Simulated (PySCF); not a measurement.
## Spin-rotation constants: `CC[Si](F)(CC)CC`, C$_{6}$H$_{15}$FSi

Geometry:
| atom | x (Å) | y (Å) | z (Å) |
| --- | --- | --- | --- |
| Si1 | -0.104 | -0.203 | -0.082 |
| C2 | 0.093 | -0.482 | 1.791 |
| C3 | -1.233 | -0.473 | 2.550 |
| H4 | 0.752 | 0.271 | 2.222 |
| H5 | 0.579 | -1.446 | 1.952 |
| H6 | -1.075 | -0.698 | 3.603 |
| H7 | -1.710 | 0.501 | 2.478 |
| H8 | -1.911 | -1.217 | 2.139 |
| C9 | 1.565 | -0.098 | -0.993 |
| C10 | 2.502 | -1.261 | -0.673 |
| H11 | 2.070 | 0.840 | -0.758 |
| H12 | 1.380 | -0.087 | -2.068 |
| H13 | 3.421 | -1.186 | -1.252 |
| H14 | 2.764 | -1.265 | 0.382 |
| H15 | 2.025 | -2.208 | -0.910 |
| C16 | -1.271 | 1.243 | -0.499 |
| C17 | -1.427 | 1.485 | -1.999 |
| H18 | -0.925 | 2.162 | -0.026 |
| H19 | -2.255 | 1.031 | -0.077 |
| H20 | -2.149 | 2.277 | -2.189 |
| H21 | -0.478 | 1.776 | -2.442 |
| H22 | -1.773 | 0.581 | -2.494 |
| F23 | -0.841 | -1.544 | -0.657 |

Method used: GIAO PBE/def2-SVP magnetisability, rotational g tensor and spin-rotation constants, non-relativistic, gas phase (PySCF). Geometry: GFN2-xTB.

(1) Give the nuclear spin-rotation constants along the inertial axes (H = +C I·J) beside the isotropic shieldings.

## Answers

(1) Rotational constants 1.4699, 1.4548, 0.9272 GHz. A star marks the isotopologue with that one atom substituted, in its own axes.
```tsv
atom	isotope	Caa (kHz)	Cbb (kHz)	Ccc (kHz)	mean (kHz)	σ (ppm)
H4	1H	-0.185	-0.149	0.012	-0.107	31.3
H5	1H	-0.118	-0.047	-0.083	-0.083	30.7
H6	1H	-0.156	0.018	-0.095	-0.078	30.5
H7	1H	-0.089	-0.093	-0.074	-0.086	30.9
H8	1H	-0.159	-0.155	0.015	-0.100	30.6
H11	1H	-0.157	-0.183	0.015	-0.108	31.4
H12	1H	-0.133	-0.021	-0.090	-0.081	30.6
H13	1H	0.015	-0.156	-0.093	-0.078	30.5
H14	1H	-0.151	-0.016	-0.084	-0.084	30.9
H15	1H	-0.156	-0.164	0.019	-0.100	30.6
H18	1H	-0.164	-0.172	0.013	-0.108	31.4
H19	1H	0.004	-0.165	-0.086	-0.082	30.7
H20	1H	-0.069	-0.069	-0.095	-0.078	30.5
H21	1H	-0.030	-0.146	-0.077	-0.085	30.9
H22	1H	-0.161	-0.155	0.016	-0.100	30.6
F23	19F	0.636	0.606	0.608	0.617	383.8
Si1	29Si*	-0.939	-0.928	-0.559	-0.808	355.6
C2	13C*	0.189	0.191	0.094	0.158	182.2
C3	13C*	0.174	0.168	0.110	0.150	183.6
```
For the geometry as given, no vibrational averaging.
